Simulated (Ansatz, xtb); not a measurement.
# C5H9B2N: 4 structures ranked

4 gas-phase structures of C5H9B2N, from a drawn sample of its isomers (lower ones may exist). Each was relaxed with GFN2-xTB; where two conformers were screened, the lower at r2SCAN-D4/def2-SVP is listed:

A. `BCBn1cccc1`, a singlet
B. `B[BH2-][n+]1ccccc1`, a singlet
C. `Bc1cc(B)n(C)c1`, a singlet
D. `BN1C=CBC=C1C`, a singlet

Task: Make a reasoned guess at their ranking by r2SCAN-D4/def2-SVP single-point energy.

Result: Calculated order at r2SCAN-D4/def2-SVP: D (0.0), A (10.9), C (28.8), B (36.2) kcal/mol.

Energies above the lowest of each column, in kcal/mol; the last columns are at PBE-D3(BJ)/def2-SVP geometries and were run for some of them only (a dash: not run or not comparable):

```
structure  GFN2-xTB  HF/STO-3G  r2SCAN-D4/def2-SVP  PBE-D3(BJ)/def2-SVP  CCSD(T)/def2-SVP + ΔMP2/def2-TZVPP
        D       0.0        0.0                 0.0                  0.0                                 0.0
        A       4.2       11.9                10.9                 10.4                                10.2
        C      11.0       33.2                28.8                 27.9                                30.4
        B      26.6       54.9                36.2                    –                                   –
```

Every level run on D puts it lowest or level with the lowest. Flexible structures stand in one conformer each, not always the lowest. Frequencies (GFN2-xTB) were run for A, C, D alone. ΔMP2 is the change of the MP2 energy from the smaller to the larger basis.

Over these structures GFN2-xTB departs from r2SCAN-D4/def2-SVP by 5.2 kcal/mol on average once a common shift is removed. A GFN2-xTB relaxation took about 0.1 s and the r2SCAN-D4/def2-SVP energy about 2.4 s on a shared host (Ansatz 0.2.0, xtb 6.7.1).
